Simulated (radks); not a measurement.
Values are calculated unless marked as measured or tabulated.
Polarisability of the manganese ion Mn4+, [Ar] 3d3, at imaginary frequency. Level of theory: non-relativistic Kohn-Sham, LDA (Slater exchange, Perdew-Wang correlation), spin-unpolarised, spherical densities, point nucleus (a radial shooting solver on a logarithmic mesh with Libxc functionals). Response by self-consistent Sternheimer equations with the Hartree and adiabatic LDA kernel.

| w (hartree) | alpha1(iw) (bohr^3) |
|---|---|
| 0.00266 | 1.303 |
| 0.0143 | 1.303 |
| 0.0360 | 1.303 |
| 0.0697 | 1.301 |
| 0.118 | 1.297 |
| 0.186 | 1.289 |
| 0.280 | 1.271 |
| 0.413 | 1.238 |
| 0.605 | 1.176 |
| 0.892 | 1.069 |
| 1.35 | 0.9011 |
| 2.12 | 0.6631 |
| 3.59 | 0.3876 |
| 6.94 | 0.1584 |
| 17.5 | 0.03668 |

Static values: alpha1 = 1.303 bohr^3 (0.1931 angstrom^3; uncoupled 1.746). C6 = 2.789, triple-dipole C9 = 2.575 atomic units. One-pole (London) frequency 4 C6 / (3 alpha1^2) = 2.190 hartree, against 2.253 for minus the highest occupied eigenvalue. The dipole shielding factor is 0.840, as the force sum rule N/Z = 0.840 demands.
